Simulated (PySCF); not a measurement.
Spectrum to structure. The calculation used TDDFT wB97X-D/def2-SVPD, vertical, gas phase, core orbitals frozen in the response in PySCF. Geometries: PBE0-D3(BJ)/def2-SVP, one conformer each. Relativistic effects are left out although some hold elements past zinc.

```json
{"state": "S1", "λ (nm)": "159.9", "f": "0.019"}
{"state": "S2", "λ (nm)": "155.5", "f": "0.0093"}
{"state": "S3", "λ (nm)": "153.6", "f": "0.030"}
{"state": "S4", "λ (nm)": "152.7", "f": "0.228"}
{"state": "S5", "λ (nm)": "148.3", "f": "0.075"}
{"state": "S6", "λ (nm)": "146.3", "f": "0.021"}
{"state": "S7", "λ (nm)": "145.8", "f": "0.059"}
{"state": "S8", "λ (nm)": "145.0", "f": "0.030"}
{"state": "S9", "λ (nm)": "144.8", "f": "0.024"}
{"state": "S10", "λ (nm)": "143.9", "f": "0.065"}
```

Question: Which candidate is it? All have the formula C4H12Ge2.
A. `C1C[CH]1[GeH2][CH2][GeH3]`
B. `[GeH3][CH]([GeH3])CC=C`
C. `[GeH3][GeH2][CH]1CCC1`
D. `C=C[CH2][GeH2][CH2][GeH3]`

Answer: A. Its S1, at 7.75 eV, is the highest among the candidates; the nearest of the others has S1 at 7.27 eV. S1 is HOMO→LUMO (43%), HOMO-1→LUMO (23%), HOMO→LUMO+1 (11%). Löwdin shares by element: HOMO carbon 54% or more, germanium 14% or more (atoms not listed hold the other 32%); LUMO germanium 54%, hydrogen 8% or more, carbon 6% or more (atoms not listed hold the other 32%). At the same level the other candidates give, for their lowest levels:
- `C=CC[CH]([GeH3])[GeH3]`: 171 nm (f 0.417); 166 nm (f 0.189); 165 nm (f 0.040); 159 nm (f 0.028); 156 nm (f 0.287); T1 4.49 eV; HOMO -9.40, LUMO 1.67 eV
- `[GeH3][GeH2][CH]1CCC1`: 172 nm (f 0.049); 171 nm (f 0.202); 165 nm (f 0.016); 165 nm (f 0.059); 161 nm (f 0.239); T1 6.56 eV; HOMO -9.41, LUMO 1.68 eV
- `C=C[CH2][GeH2][CH2][GeH3]`: 184 nm (f 0.488); 178 nm (f 0.015); 169 nm (f 0.014); 159 nm (f 0.013); 158 nm (f 0.023); T1 4.31 eV; HOMO -8.87, LUMO 1.67 eV

The values belong to the conformer `[GeH3:1][CH2:2][GeH2:3][CH:4]1[CH2:5][CH2:6]1`: Ge1–C2–Ge3–C4 -54°, C2–Ge3–C4–C5 83°.
Triplets come from the Tamm–Dancoff approximation.

Without π bonds the low states are Rydberg-like; a valence basis with one diffuse set may place them up to an eV too high.
